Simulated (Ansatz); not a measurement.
`F[SiH](F)S` + fluoromethane → `FC[SiH](F)S` + H–F at 700 K and 1 bar (formal exchange of groups at the Si–F bond).

Isolated molecules relaxed with PBE0-D4/def2-TZVP in Ansatz; ΔE leaves out vibrations. CCSD(T)/CBS adds triple-zeta CCSD(T) − MP2 to the extrapolated MP2 energy (def2 sets, frozen cores). This one scheme is used for every species. Each species was taken in one conformer, which may not be the lowest.

```
      species  CCSD(T)/CBS energy (Eh)  H − E (kJ/mol)  S (J/(mol·K))
 `F[SiH](F)S`               -887.80771           120.0          395.4
         `CF`               -139.63461           133.6          263.9
`FC[SiH](F)S`               -926.98460           209.8          459.9
          H–F               -100.39570            45.2          198.5
```

H − E and S are ideal-gas, rigid-rotor, harmonic terms from PBE0-D4/def2-TZVP, for one conformer and one mirror image of each species. 1 Eh = 2625.50 kJ/mol, R = 8.31446 J/(mol·K).

By hand: ΔE, ΔH, ΔS and ΔG.

ΔE = (-926.98460) + (-100.39570) − (-887.80771) − (-139.63461) = 0.06202 Eh = 162.8 kJ/mol. Δ(H − E) = 209.8 + 45.2 − 120.0 − 133.6 = 1.4, so ΔH = 164.2 kJ/mol. ΔS = 459.9 + 198.5 − 395.4 − 263.9 = -0.9 J/(mol·K). ΔG = 164.2 − 700 × (-0.9)/1000 = 164.8 kJ/mol.

By hand: the equilibrium constant, and the temperature at which ΔG would vanish if ΔH and ΔS stayed fixed.

log₁₀ K = −ΔG/(RT ln 10) = -12.3. ΔH and −TΔS have one sign here, so there is no such temperature. One of them is within its doubt of zero, so this could turn.

The number of gas molecules stays the same, so ΔS is small and ΔH decides. A doubt of 5 kJ/mol in ΔE shifts log₁₀ K by 0.4 here. Other conformers and mirror images would add mixing entropy, several J/(mol·K) or more a flexible species. These are equilibria of isolated gas molecules and say nothing of rates. Largest T1 diagnostic: 0.012 (customary marks: 0.02 for closed shells, 0.045 for open ones).
